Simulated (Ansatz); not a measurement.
Abridged output of a molecular run in Ansatz:

```
Functional definition: HF
1960 factors; integrals over basis functions are off by at most 1.0e-3 eV
mean field evaluation 1: about -22453.9270 eV, gradient 5.5e1 eV
mean field evaluation 2: about -22454.2765 eV, gradient 5.5e1 eV
mean field evaluation 4: about -22460.3849 eV, gradient 4.6e0 eV
mean field evaluation 8: about -22460.4812 eV, gradient 3.6e-1 eV
mean field -22460.48170135 eV, -825.4074782631 hartree, gradient 9.8e-6 eV, S^2 0.000000; 0 other end points of the search recorded, 0 dependent functions left out
14 core orbitals not correlated: weight in the atoms' cores, before any rotation towards them, 1.000 or more for the frozen orbitals, at most 0.000 for the correlated occupied ones
reference -22460.48170135 eV, -825.4074782631 hartree; 19, 19 occupied and 301, 301 virtual orbitals, 1960 factors
second order -30.24362835 eV of doubles, -0.00000000 eV of singles
cycle   1  -30.81826148 eV  change   -5.7e-1 eV  update   1.2e-1
cycle   2  -31.55700570 eV  change   -7.4e-1 eV  update   3.5e-2
cycle   3  -31.71878887 eV  change   -1.6e-1 eV  update   1.8e-2
cycle   4  -31.70182975 eV  change    1.7e-2 eV  update   4.3e-3
cycle   5  -31.69995886 eV  change    1.9e-3 eV  update   2.1e-3
cycle   6  -31.70087131 eV  change   -9.1e-4 eV  update   5.9e-4
cycle   7  -31.70043799 eV  change    4.3e-4 eV  update   2.2e-4
cycle   8  -31.70033162 eV  change    1.1e-4 eV  update   6.3e-5
cycle   9  -31.70035160 eV  change   -2.0e-5 eV  update   2.4e-5
perturbative correction -1.16170619 eV, -0.0426919150 hartree
Total energy: -22493.34375913 eV, -826.6151366120 hartree
```

Its atoms:

Z-matrix (Å, degrees):
```
C
O 1 1.409
H 1 1.091 2 108.2
H 1 1.096 2 111.3 3 119.1
H 1 1.095 2 111.4 3 -119.6
Si 2 1.644 1 124.0 3 167.1
O 6 1.643 2 103.7 1 -176.0
N 6 1.703 2 111.1 1 -56.0
Si 6 2.349 2 111.3 1 63.7
H 7 0.959 6 115.9 2 -29.8
H 8 1.009 6 121.0 2 -64.4
H 8 1.006 6 120.4 2 147.9
H 9 1.491 6 111.2 2 -166.7
H 9 1.490 6 111.6 2 -46.6
H 9 1.489 6 110.3 2 73.3
```

(1) Which basis set was used?
A. def2-TZVPPD
B. def2-TZVPP
C. cc-pV(D+d)Z
D. def2-QZVPP

(2) Write the keys of the input that set method, charge and spin (a neutral closed shell needs none for the last two).

Results:

(1) B. It gives 334 functions.

(2) 
```yaml
correlation: {method: ccsd_t}
```
